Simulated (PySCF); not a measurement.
PySCF input file for C₃H₄FNSi, SMILES F[Si@H]1C=CC=N1, TDA-ωB97X/def2-SVPD. Coordinates come from a ωB97X-D3(BJ)/def2-SVP optimisation. The structure was generated by enumeration; whether it is a known compound was not checked.

```python
import numpy as np
from pyscf import gto, scf, dft, tdscf

mol = gto.M(
    atom='''
    F     1.98116937    0.16646884   -0.66105977
    Si    0.76027485   -0.14305917    0.36217437
    C    -0.46685032    1.26688175    0.51716423
    C    -1.62817333    0.74093740    0.08967440
    C    -1.51973246   -0.69815598   -0.37317138
    N    -0.39228429   -1.29522901   -0.33543733
    H     1.35582161   -0.63429531    1.62518909
    H    -0.37947558    2.29196783    0.88392655
    H    -2.58944645    1.26632482    0.05639168
    H    -2.42674490   -1.21076424   -0.74035268
    ''',
    basis='def2-SVPD',
    charge=0,
    spin=0,
    max_memory=1600,
    verbose=4,
)
mf = dft.RKS(mol, xc='wb97x').density_fit(auxbasis='def2-universal-jkfit')
mf.grids.level = 3
mf.conv_tol = 1e-9
mf.max_cycle = 100
mf.kernel()
mf.grids = dft.Grids(mol).set(level=1).build(with_non0tab=True)  # coarser grid for the response kernel
td = tdscf.TDA(mf)
td.singlet = True
td.nstates = 10
td.conv_tol = 1e-4
td.positive_eig_threshold = 1e-6
td.kernel(x0=td.get_init_guess(mf, 15))
td.analyze()
tt = tdscf.TDA(mf)
tt.singlet = False
tt.nstates = 4
tt.conv_tol = 1e-4
tt.positive_eig_threshold = 1e-6
tt.kernel(x0=tt.get_init_guess(mf, 9))
tt.analyze(verbose=3)
```

It prints:

```
PySCF version 2.14.0

[INPUT] verbose = 4
[INPUT] num. atoms = 10
[INPUT] num. electrons = 52
[INPUT] charge = 0
[INPUT] spin (= nelec alpha-beta = 2S) = 0
[INPUT] symmetry False subgroup None
[INPUT] Mole.unit = angstrom
[INPUT] Symbol           X                Y                Z      unit          X                Y                Z       unit  Magmom
[INPUT]  1 F      1.981169370000   0.166468840000  -0.661059770000 AA    3.743867515677   0.314580515874  -1.249221917268 Bohr   0.0
[INPUT]  2 Si     0.760274850000  -0.143059170000   0.362174370000 AA    1.436711245895  -0.270342650908   0.684410368637 Bohr   0.0
[INPUT]  3 C     -0.466850320000   1.266881750000   0.517164230000 AA   -0.882219245966   2.394059539710   0.977298756122 Bohr   0.0
[INPUT]  4 C     -1.628173330000   0.740937400000   0.089674400000 AA   -3.076801677021   1.400168761447   0.169460056385 Bohr   0.0
[INPUT]  5 C     -1.519732460000  -0.698155980000  -0.373171380000 AA   -2.871878132012  -1.319323594427  -0.705191705726 Bohr   0.0
[INPUT]  6 N     -0.392284290000  -1.295229010000  -0.335437330000 AA   -0.741309871069  -2.447628097492  -0.633884685655 Bohr   0.0
[INPUT]  7 H      1.355821610000  -0.634295310000   1.625189090000 AA    2.562131516667  -1.198644417996   3.071162280731 Bohr   0.0
[INPUT]  8 H     -0.379475580000   2.291967830000   0.883926550000 AA   -0.717104917160   4.331191485014   1.670379093732 Bohr   0.0
[INPUT]  9 H     -2.589446450000   1.266324820000   0.056391680000 AA   -4.893344604727   2.393007094539   0.106564830904 Bohr   0.0
[INPUT] 10 H     -2.426744900000  -1.210764240000  -0.740352680000 AA   -4.585883235185  -2.288012815017  -1.399063800788 Bohr   0.0

nuclear repulsion = 278.578181822458
number of shells = 67
number of NR pGTOs = 235
number of NR cGTOs = 159
basis = def2-SVPD
ecp = {}


[settings echo left out]
init E= -561.269017806391
  HOMO = -0.296566892555203  LUMO = -0.10913065711866  gap/eV = 5.10040
cycle= 1 E= -560.396433011315  delta_E= 0.873  |g|= 0.661  |ddm|= 4.82
  HOMO = -0.304305406356475  LUMO = -0.0258641855688917  gap/eV = 7.57677
cycle= 2 E= -560.38696111051  delta_E= 0.00947  |g|= 0.777  |ddm|= 2.13
  HOMO = -0.374859208265064  LUMO = -0.014788810898585  gap/eV = 9.79801
cycle= 3 E= -560.49621944362  delta_E= -0.109  |g|= 0.0488  |ddm|= 1.12
  HOMO = -0.370664139998121  LUMO = -0.0106493043562743  gap/eV = 9.79650
cycle= 4 E= -560.49701429811  delta_E= -0.000795  |g|= 0.0274  |ddm|= 0.17
  HOMO = -0.373961938688265  LUMO = -0.00868507605647162  gap/eV = 9.93969
cycle= 5 E= -560.497204866746  delta_E= -0.000191  |g|= 0.011  |ddm|= 0.0717
  HOMO = -0.372988673412079  LUMO = -0.00871254491974449  gap/eV = 9.91246
cycle= 6 E= -560.49723741806  delta_E= -3.26e-05  |g|= 0.00338  |ddm|= 0.0277
  HOMO = -0.373413512396102  LUMO = -0.00893620446287313  gap/eV = 9.91793
cycle= 7 E= -560.497242301292  delta_E= -4.88e-06  |g|= 0.0011  |ddm|= 0.011
  HOMO = -0.373475053075999  LUMO = -0.00881289235380178  gap/eV = 9.92296
cycle= 8 E= -560.497243297271  delta_E= -9.96e-07  |g|= 0.000414  |ddm|= 0.00554
  HOMO = -0.373538570905366  LUMO = -0.00882310891876159  gap/eV = 9.92441
cycle= 9 E= -560.497243435068  delta_E= -1.38e-07  |g|= 0.000129  |ddm|= 0.00146
  HOMO = -0.373558797767902  LUMO = -0.00882324570983473  gap/eV = 9.92496
cycle= 10 E= -560.497243454096  delta_E= -1.9e-08  |g|= 4.76e-05  |ddm|= 0.000679
  HOMO = -0.373550317062546  LUMO = -0.00881843614529876  gap/eV = 9.92486
cycle= 11 E= -560.497243456632  delta_E= -2.54e-09  |g|= 3.18e-05  |ddm|= 0.000258
  HOMO = -0.373554688565836  LUMO = -0.00882003669792208  gap/eV = 9.92494
cycle= 12 E= -560.49724345731  delta_E= -6.78e-10  |g|= 1.05e-05  |ddm|= 0.00016
  HOMO = -0.373555416516311  LUMO = -0.00882037079651354  gap/eV = 9.92495
Extra cycle  E= -560.497243457392  delta_E= -8.16e-11  |g|= 9.9e-06  |ddm|= 4.11e-05
converged SCF energy = -560.497243457392
tot grids = 42264
Overwritten attributes  positive_eig_threshold  of <class 'pyscf.tdscf.rks.TDA'>


******** <class 'pyscf.tdscf.rks.TDA'> for <class 'pyscf.df.df_jk.DFRKS'> ********
nstates = 10 singlet
deg_eia_thresh = 1.000e-03
wfnsym = None
conv_tol = 0.0001
eigh lindep = 1e-12
eigh level_shift = 0
eigh max_cycle = 100


Excitation energies (eV)
[3.81356747 5.26710258 5.91665183 7.32598289 7.44309917 7.8394334
 7.97155449 8.05792549 8.15240277 8.63956583]

** Singlet excitation energies and oscillator strengths **
Excited State   1:      3.81357 eV    325.11 nm  f=0.0015
      26 -> 27       -0.68204
      26 -> 30        0.11233
Excited State   2:      5.26710 eV    235.39 nm  f=0.0691
      25 -> 27        0.67878
Excited State   3:      5.91665 eV    209.55 nm  f=0.0114
      23 -> 27        0.17185
      24 -> 27        0.66407
Excited State   4:      7.32598 eV    169.24 nm  f=0.0067
      21 -> 27       -0.23225
      22 -> 27       -0.18291
      23 -> 27       -0.20106
      26 -> 27       -0.12056
      26 -> 29        0.36909
      26 -> 30       -0.36632
      26 -> 31       -0.13253
      26 -> 33        0.16219
Excited State   5:      7.44310 eV    166.58 nm  f=0.0230
      19 -> 27        0.10983
      22 -> 27       -0.28131
      23 -> 27       -0.49298
      24 -> 27        0.12517
      26 -> 29       -0.21579
      26 -> 30        0.21104
Excited State   6:      7.83943 eV    158.15 nm  f=0.0211
      20 -> 27        0.10605
      21 -> 27       -0.43970
      22 -> 27       -0.29435
      23 -> 27        0.28142
      25 -> 29       -0.19903
      25 -> 30        0.14842
      26 -> 30        0.14261
Excited State   7:      7.97155 eV    155.53 nm  f=0.0313
      21 -> 27        0.10144
      25 -> 28       -0.10946
      26 -> 28        0.54706
      26 -> 29        0.26538
      26 -> 31        0.14554
      26 -> 32        0.17021
      26 -> 34        0.12608
Excited State   8:      8.05793 eV    153.87 nm  f=0.0037
      19 -> 27        0.12570
      21 -> 27        0.39074
      22 -> 27       -0.36917
      25 -> 29       -0.29807
      25 -> 30        0.17043
      26 -> 30       -0.11047
Excited State   9:      8.15240 eV    152.08 nm  f=0.0257
      25 -> 28       -0.63605
      25 -> 29       -0.11527
      25 -> 30       -0.10599
      25 -> 32       -0.10128
Excited State  10:      8.63957 eV    143.51 nm  f=0.0419
      21 -> 27        0.10388
      22 -> 27       -0.21679
      23 -> 27        0.12970
      25 -> 28       -0.10464
      25 -> 29        0.41787
      26 -> 28        0.18709
      26 -> 29       -0.20252
      26 -> 32       -0.15333
      26 -> 33        0.24414
      26 -> 34       -0.11954

** Transition electric dipole moments (AU) **
state          X           Y           Z        Dip. S.      Osc.
  1        -0.0616     -0.0539      0.0947      0.0157      0.0015
  2        -0.2053     -0.6540     -0.2567      0.5358      0.0691
  3        -0.1972     -0.0521     -0.1922      0.0785      0.0114
  4        -0.1272      0.1290     -0.0674      0.0374      0.0067
  5        -0.3368     -0.0024     -0.1137      0.1264      0.0230
  6         0.3170      0.0055      0.0975      0.1100      0.0211
  7        -0.2482      0.3003      0.0924      0.1603      0.0313
  8         0.0753      0.0784     -0.0816      0.0185      0.0037
  9        -0.0588     -0.2728      0.2252      0.1286      0.0257
 10         0.3747     -0.0448      0.2355      0.1979      0.0419

** Transition velocity dipole moments (imaginary part, AU) **
state          X           Y           Z        Dip. S.      Osc.
  1        -0.0019      0.0059     -0.0015      0.0000      0.0002
  2         0.0013      0.0423      0.0097      0.0019      0.0065
  3        -0.0190     -0.0087      0.0326      0.0015      0.0046
  4        -0.0145      0.0147      0.0344      0.0016      0.0040
  5        -0.0426     -0.0213      0.0006      0.0023      0.0055
  6         0.0251     -0.0022      0.0171      0.0009      0.0021
  7        -0.0567      0.0829      0.0183      0.0104      0.0237
  8         0.0123      0.0209     -0.0116      0.0007      0.0016
  9        -0.0044     -0.0576      0.0752      0.0090      0.0200
 10        -0.0213     -0.0301      0.0572      0.0046      0.0097

** Transition magnetic dipole moments (imaginary part, AU) **
state          X           Y           Z
  1         0.6263     -0.0491      0.0211
  2         0.3013      0.4558     -1.1726
  3        -0.0965     -0.3993     -0.2085
  4        -0.9471      0.2979     -0.2204
  5         0.3146     -0.2201      0.0753
  6        -0.2127     -0.1700     -0.1851
  7        -0.0060     -0.0993     -0.1062
  8         0.1479     -0.1642     -0.1333
  9        -0.9737     -0.1420     -0.3180
 10        -0.3895     -0.2760     -0.1629


******** <class 'pyscf.tdscf.rks.TDA'> for <class 'pyscf.df.df_jk.DFRKS'> ********
nstates = 4 triplet
deg_eia_thresh = 1.000e-03
wfnsym = None
conv_tol = 0.0001
eigh lindep = 1e-12
eigh level_shift = 0
eigh max_cycle = 100


Excitation energies (eV)
[3.15511601 3.32072446 5.16659381 5.42731665]

** Triplet excitation energies and oscillator strengths **
Excited State   1:      3.15512 eV    392.96 nm  f=0.0000
Excited State   2:      3.32072 eV    373.36 nm  f=0.0000
Excited State   3:      5.16659 eV    239.97 nm  f=0.0000
Excited State   4:      5.42732 eV    228.44 nm  f=0.0000
```

Self-consistency was reached.
